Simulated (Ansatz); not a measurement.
Coupled-cluster diagnostics for Sr3⁻ (the lowest doublet isomer of a short search), Ansatz.

Geometry of the doublet (r2SCAN/def2-TZVPD):

```xyz
3

Sr    1.391   -0.925   -1.656
Sr   -1.267    1.941   -0.478
Sr   -0.124   -1.016    2.134
```

In the def2 sets Sr takes a core potential; there is no spin–orbit coupling. Correlated methods freeze no core orbitals; core or outer-core shells of Sr are correlated, in sets that lack core-valence functions. In CCSD on the charge -1 quartet the largest single amplitude is 0.48, so its Hartree–Fock determinant may place the open shell otherwise than the density functionals do. The geometry of the doublet was relaxed on an unsound state (⟨S²⟩ 1.23, where a pure state has 0.75). The structure comes from a short search, and lower isomers may exist.

Geometry of the charge -1 quartet (r2SCAN/def2-TZVPD):

```xyz
3

Sr    2.002    0.716   -0.432
Sr   -0.201   -1.996    1.254
Sr   -1.800    1.280   -0.823
```

(1) Estimate the CCSD(T) correlation energy, the shares of MP2 and (T), T1 and the reference's ⟨S²⟩ for: charge -1, doublet, own geometry in def2-TZVPPD; charge -1, quartet, own geometry in def2-TZVPPD; charge 0, singlet, vertical in def2-TZVPPD; and the rough time on 4 threads of Arm Neoverse V2 on a shared host.

## Answers

(1) 
```
                           state        basis  correlation (eV)  MP2 share (%)  (T) share (%)     T1  ⟨S²⟩ (pure)  wall time                                          remarks
charge -1, doublet, own geometry  def2-TZVPPD           -18.898           85.3            4.1  0.091  2.66 (0.75)       19 s  large T1 (0.091), spin-contaminated (⟨S²⟩ 2.66)
charge -1, quartet, own geometry  def2-TZVPPD           -18.581           86.2            3.9  0.102  4.85 (3.75)       27 s  large T1 (0.102), spin-contaminated (⟨S²⟩ 4.85)
     charge 0, singlet, vertical  def2-TZVPPD           -19.346           91.3            3.7  0.017  0.00 (0.00)        8 s                          restricted SCF unstable
```
Customary marks for T1 are 0.02 (closed shells), 0.045 (open shells) and about 0.05 (3d metals). T1 exceeds 0.02 in 2 of 3 rows and 0.045 in 2; the higher it lies, the less the single-reference result can be trusted.
